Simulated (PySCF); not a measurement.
Method: PBE0-D3(BJ)/def2-TZVP in PySCF 2.14.0. Isolated molecules, 0 K electronic values unless said otherwise. One relaxed conformer stands for a flexible species; it need not be the lowest. Excitations are Tamm–Dancoff values on a coarser integration grid. The basis has no diffuse functions, so Rydberg states are missing or too high.

Reference species (SMILES): `[Ge]([SH])([Cl])([Cl])[Cl]` (neutral, multiplicity 1).

```json
{
  "S1 excitation (TDA)": "4.97 eV",
  "HOMO–LUMO gap": "6.38 eV"
}
```

Changed species: `[SH][Ge]([SH])([SH])[SH]` (4 of 4 Cl replaced by SH; the reference has 1 of 4 Cl replaced by SH).

### Question
Give the shifts of the S1 excitation (TDA) and HOMO–LUMO gap.

### Answer
the S1 excitation (TDA) drops by 0.34 eV, to 4.63 eV; the HOMO–LUMO gap drops by 0.41 eV, to 5.97 eV.
